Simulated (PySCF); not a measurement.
Input for PySCF: R-HF/STO-3G on GaH3 (SMILES [GaH3]).

```python
from pyscf import gto, scf, dft, mp
from pyscf.data.elements import chemcore

mol = gto.M(
    atom='''
    Ga   -0.46139918    0.48939567    0.71029416
    H    -1.53944779    1.49701782    1.26561849
    H    -0.95067189   -0.79867936   -0.05584908
    H     1.00394424    1.01247660    0.45527909
    ''',
    basis='sto-3g',
    charge=0, spin=0, verbose=3, max_memory=1800)
mf = scf.RHF(mol)
mf.conv_tol = 1e-8
mf.max_cycle = 100
mf.kernel()
if not mf.converged:
    mf = mf.newton().run(mf.mo_coeff, mf.mo_occ)
```

Output:

```
converged SCF energy = -1902.57038074731
```

Self-consistency was reached.

Cost: very roughly 0.08 core-seconds.
